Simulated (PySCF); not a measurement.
Species: C₇H₁₀N (doublet state).
Cartesian coordinates in Å at the GFN2-xTB level; atoms count from 1:
```xyz
18
C7H10N angstrom
C     -2.6408   -0.6991   -0.4814
N     -1.4356   -0.2399   -1.0001
C     -0.3234   -0.0807   -0.1318
C      0.5262   -1.2441    0.2499
C      1.8003   -0.8941    0.3666
C      2.0326    0.5578    0.0524
C      0.6409    1.0866   -0.2373
C     -0.3494    1.0292    0.8871
H     -3.4307   -0.8625   -1.1890
H     -2.8839   -0.3755    0.5125
H     -1.1999   -0.6283   -1.9052
H      0.1067   -2.2242    0.3921
H      2.6125   -1.5404    0.6522
H      2.4982    1.0749    0.8950
H      2.6963    0.6692   -0.8093
H      0.5228    1.8493   -0.9915
H     -1.1849    1.7107    0.8411
H      0.0033    0.8173    1.8850
```

The hyperfine couplings belong to this conformer and change with its torsions.

As a line formula: `[CH2]N[C@@]12C=CC[C@@H]1C2` [radical].

Method: PySCF 2.14.0, UKS B3LYP, pcH-1 on C H N, non-relativistic, mean-field spin-orbit, GIAO. The structure is a single GFN2-xTB conformer in the gas phase; no vibrational or solvent corrections. Couplings are sensitive to structure, and on GFN2-xTB geometries they can be far from those on DFT ones. The SCF solution wasn't tested for stability.

(1) Predict the first-order ENDOR lines of N2, H10, H9, H13, H11 and H17 under fast tumbling at B = 345.5 mT (X band).

(2) Which pairs are centred on the nuclear Larmor frequency, and which on half the coupling?

(3) At what field would the lower line of H9 fall to zero frequency?

## Answers

(1) ν± = |νn ± a/2|, one line for each electron-spin manifold; νn = |g_N| × 7.62259 MHz/T × B.

```json
{"nuclei": "N2", "isotope": "14N", "g_N": "0.4038", "νn (MHz)": "1.06", "a_iso (MHz)": "13.54", "lower line (MHz)": "5.71", "upper line (MHz)": "7.83"}
{"nuclei": "H10", "isotope": "1H", "g_N": "5.5857", "νn (MHz)": "14.71", "a_iso (MHz)": "-34.17", "lower line (MHz)": "2.37", "upper line (MHz)": "31.80"}
{"nuclei": "H9", "isotope": "1H", "g_N": "5.5857", "νn (MHz)": "14.71", "a_iso (MHz)": "-31.88", "lower line (MHz)": "1.23", "upper line (MHz)": "30.65"}
{"nuclei": "H13", "isotope": "1H", "g_N": "5.5857", "νn (MHz)": "14.71", "a_iso (MHz)": "1.79", "lower line (MHz)": "13.81", "upper line (MHz)": "15.61"}
{"nuclei": "H11", "isotope": "1H", "g_N": "5.5857", "νn (MHz)": "14.71", "a_iso (MHz)": "0.84", "lower line (MHz)": "14.29", "upper line (MHz)": "15.13"}
{"nuclei": "H17", "isotope": "1H", "g_N": "5.5857", "νn (MHz)": "14.71", "a_iso (MHz)": "-0.60", "lower line (MHz)": "14.41", "upper line (MHz)": "15.01"}
```

(2) Centred on νn, since |a| < 2νn: H13, H11 and H17. Centred on |a|/2 and split by 2νn: N2, H10 and H9.

(3) Where νn = |a|/2, that is B = 15.94 MHz/(5.5857 × 7.62259 MHz/T) = 374 mT, as far as first order holds there.

H9 and H10 aren't averaged: C1 is flat or nearly so (angle sum 352°), and its turn about the short C1–N2 bond (1.39 Å) is taken as slow.

The run took 78 s (grids of density and orbitals included) on one thread of an Arm Neoverse V1, shared host, and the process peaked at 0.96 GiB of memory.
